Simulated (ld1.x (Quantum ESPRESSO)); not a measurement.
**Pseudopotential generation for Cl (Z = 17): ultrasoft, PBE, scalar-relativistic.**

chlorine, ultrasoft, made with ld1.x (Quantum ESPRESSO) 7.5 (PBE, scalar-relativistic). Core [Ne], reference 3s2 3p5. Waves: 3s (bound): rcut 1.20, rcutus 1.45 bohr; 3s channel at -0.4 Ry: rcut 1.20, rcutus 1.45 bohr; 3p (bound): rcut 1.20, rcutus 1.35 bohr; 3p channel at 3.05 Ry: rcut 1.20, rcutus 1.35 bohr. Local part: all-electron potential smoothed inside 1.30 bohr (lloc = -1). Core correction: Bessel-smoothed model core, default radius (core density twice the valence density). Augmentation charge: PSQ, inside the norm-conserving radii.

Question: Estimate the cutoffs (Ry, on a coarse ladder) from which the occupation-weighted sum of valence levels, in a spherical-Bessel basis at the reference potential, stays within 10 and 1 mRy of its value at 400 Ry.

Answer: 21 Ry and 45 Ry.

Question: Does the potential have ghost states?

Answer: No extra level below or beside the all-electron valence levels (s, p, d, f tested).

Question: Is the overlap operator S = 1 + Σ q|β⟩⟨β| positive definite (Bessel basis up to 400 Ry)?

Answer: Yes: its lowest eigenvalue is 0.41 (s channel).

Question: Which valence shell sets the plane-wave cutoff?

Answer: 3p: its level needs 25 Ry to come within 1 mRy, against 18 Ry for 3s.

Question: Tests: 3s2 3p4; 3s2 3p3; 3s2 3p2; 3s1 3p5; 3s1 3p6; 3s2 3p5.3; 3s2 3p1. Which has the largest error in its energy relative to the reference configuration, and how large is it?

Answer: 3s2 3p1, with -15 meV (all-electron minus pseudo) on +129.87 eV.
